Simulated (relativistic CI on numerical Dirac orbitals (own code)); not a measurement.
**Pt5+: 5d valence photoemission**

Computed with this model: Dirac-Coulomb-Breit CI, KLI orbitals optimised for each configuration, QED by a radiative potential, valence Slater integrals scaled by 0.8, multiplet model of photoemission in the sudden approximation; configurations [Xe] 4f14 5d5 → [Xe] 4f14 5d4; 80 K; Lorentzian 0.21 eV and Gaussian 0.5 eV FWHM. Energies are those of the free ion, without screening or charge transfer. The energies are binding energies and can lie tens of eV above those of solids. S is read from ⟨S²⟩ = S(S + 1).

Field parameters in Wybourne normalisation: Oh B⁴₀ = 21Dq, B⁴₄ = √(5/14) B⁴₀. The field is a parameter set, without covalency.

free ion: ground-state S = 2.31, centroid 75.80 eV. Peaks (eV, height): 74.0 (15), 74.9 (32), 76.1 (100), 77.3 (13).

Oh, 10Dq = 10000 cm⁻¹: ground-state S = 2.11, centroid 75.68 eV. Peaks (eV, height): 73.8 (29), 74.7 (63), 75.4 (63), 76.1 (100), 77.0 (41).

Oh, 10Dq = 27550 cm⁻¹: ground-state S = 0.81, centroid 75.58 eV. Peaks (eV, height): 74.1 (46), 75.6 (100), 76.9 (23).

Strongest unbroadened transitions for free ion:

| Energy (eV) | Relative strength |
| --- | --- |
| 73.96 | 26.3 |
| 74.86 | 51.9 |
| 75.56 | 75.6 |
| 76.03 | 95.8 |
| 76.21 | 100.0 |
| 77.12 | 0.6 |
| 77.29 | 19.5 |
| 77.81 | 1.6 |
| 77.94 | 0.3 |
| 78.20 | 0.4 |
| 78.82 | 0.2 |
| 78.98 | 0.2 |
| 79.14 | 0.3 |
| 79.26 | 2.8 |
| 79.75 | 0.2 |
| 80.98 | 0.2 |
| 81.14 | 0.2 |
| 81.78 | 0.2 |
